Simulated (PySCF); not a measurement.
Computed IR spectrum (relative IR intensity) of a molecule C3H5BFN. The structure is a stationary point at PBE-D3(BJ)/def2-SVP. Other conformers were not sampled. These are PBE-D3(BJ)/def2-SVP (PySCF) values and carry that method's errors. No scaling factor is applied to the harmonic values.

ν (cm⁻¹): 123 (w), 400 (vw), 482 (s), 565 (vw), 626 (w), 740 (w), 815 (vw), 827 (w), 951 (w), 979 (m), 989 (vw), 1057 (m), 1074 (w), 1299 (m), 1434 (m), 1529 (w), 1565 (vs), 2973 (m), 3049 (w), 3133 (w), 3515 (m), 3616 (m) (against the strongest line: vs over 80 %, s over 45 %, m over 15 %, w over 4 %, vw less)

### Question
Which molecule gave these data?
A) NB1C=C[C@@H]1F
B) C=C=CB(N)F
C) CB1C=N[C@@H]1F
D) NB1CC=C1F

### Answer
A, NB1C=C[C@@H]1F
